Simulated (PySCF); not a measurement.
## AlSiH3O4

The system: AlSiH3O4, a silylene (divalent Si5, bonded to 2 O); neutral, singlet. The structure, one conformer, was relaxed in the gas phase by PBE0-D3(BJ)/def2-SVP. No frequency run checks that it is a minimum.

SMILES: O[Si][O][Al]([OH])[OH]

```xyz
9

O     0.155   -1.308   -0.500
Al   -0.803    0.010    0.007
O    -2.487   -0.086    0.025
O     0.143    1.351    0.464
Si    1.798    1.654    0.525
O     2.463    0.233   -0.018
H    -0.151   -2.162   -0.809
H    -3.081    0.614    0.299
H     1.879   -0.509   -0.271
```
Atom numbers follow the order of the file, from 1.

Shieldings: GIAO PBE0/pcSseg-2. Shifts are against computed references at the same level: H TMS (σ 31.24 ppm), Si TMS (σ 341.3 ppm). Core levels by delta-SCF with SCAN, pcX-2 on the ionised atom and pcseg-1 elsewhere, spin-free X2C (2p3/2 is the spin-free 2p value less a third of a first-order spin-orbit splitting); from the vacuum level, for chosen atoms.

(1) Give the NMR and core-level values of the distinct atoms.

(2) Which of O1, O3, O4 holds its core electrons tightest, and by how much against the loosest?

(3) By CAM-B3LYP/def2-SVPD (TDDFT singlets, Tamm-Dancoff triplets, ionisation by delta-SCF), where does absorption start, and what does vertical ionisation take?

Answers

(1) 
```csv
atoms,bonded to,σ (ppm),δ (ppm),core level (eV)
O1,1 Al + 1 H,302.3,-,1s 538.86
Al2,3 O,473.3,-,2p3/2 81.33
O3,1 Al + 1 H,315.8,-,1s 538.62
O4,1 Al + 1 Si,139.1,-,1s 537.54
Si5,2 O,281.3,60.0,2p3/2 107.57
O6,1 Si + 1 H,115.4,-,-
H7,1 O,29.52,1.72,-
H8,1 O,29.87,1.37,-
H9,1 O,23.57,7.68,-
```

Values are those of this one static structure; atoms that internal rotation interchanges would show their mean in an NMR spectrum.

(2) O1 (bonded to 1 Al + 1 H), by 1.32 eV over O4 (bonded to 1 Al + 1 Si).

(3) The lowest singlet lies at 5.28 eV (f 0.127), the lowest triplet at 3.11 eV; vertical ionisation takes 9.39 eV.

The 3 runs behind this took 72 s in all, one thread each of Intel Xeon 6975P-C on a shared host, launched as `OMP_NUM_THREADS=1 python cluster_run.py task.json out`.
